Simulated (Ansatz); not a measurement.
`C/C=N/C[SiH3]` → `C=NC[SiH3]` + `[CH2]` (triplet) at 298.15 K and 1 bar (formal loss of a carbene).

Computed with Ansatz on PBE0-D4/def2-TZVP structures; ΔE is electronic, products minus reactants. CCSD(T)/CBS adds triple-zeta CCSD(T) − MP2 to the extrapolated MP2 energy (def2 sets, frozen cores). This one scheme is used for every species. Triplets are unrestricted, without spin–orbit coupling. One conformer a species, not always the lowest.

| species | CCSD(T)/CBS energy (Eh) | H − E (kJ/mol) | S (J/(mol·K)) |
| --- | --- | --- | --- |
| `C/C=N/C[SiH3]` | -463.32488 | 313.7 | 349.2 |
| `C=NC[SiH3]` | -424.05510 | 236.4 | 314.9 |
| `[CH2]` (triplet) | -39.09499 | 55.4 | 195.3 |

H − E and S are ideal-gas, rigid-rotor, harmonic terms from PBE0-D4/def2-TZVP, for one conformer and one mirror image of each species, with the whole ground term of open shells counted as degenerate. 1 Eh = 2625.50 kJ/mol, R = 8.31446 J/(mol·K).

**Question.** By hand: ΔE, ΔH, ΔS and ΔG.

**Answer.** ΔE = (-424.05510) + (-39.09499) − (-463.32488) = 0.17479 Eh = 458.9 kJ/mol. Δ(H − E) = 236.4 + 55.4 − 313.7 = -21.9, so ΔH = 437.0 kJ/mol. ΔS = 314.9 + 195.3 − 349.2 = 161.0 J/(mol·K). ΔG = 437.0 − 298.15 × (161.0)/1000 = 389.0 kJ/mol.

**Question.** By hand: the equilibrium constant, and the temperature at which ΔG would vanish if ΔH and ΔS stayed fixed.

**Answer.** log₁₀ K = −ΔG/(RT ln 10) = -68.1. ΔG = 0 at ΔH/ΔS = 2714 K, far beyond where these terms or the molecules hold.

The number of gas molecules changes by +1, which sets the sign of ΔS. A doubt of 5 kJ/mol in ΔE shifts log₁₀ K by 0.9 here. Other conformers and mirror images would add mixing entropy, several J/(mol·K) or more a flexible species. A triplet takes part, so the spin changes. These are equilibria of isolated gas molecules and say nothing of rates. Largest T1 diagnostic: 0.012 (customary marks: 0.02 for closed shells, 0.045 for open ones).
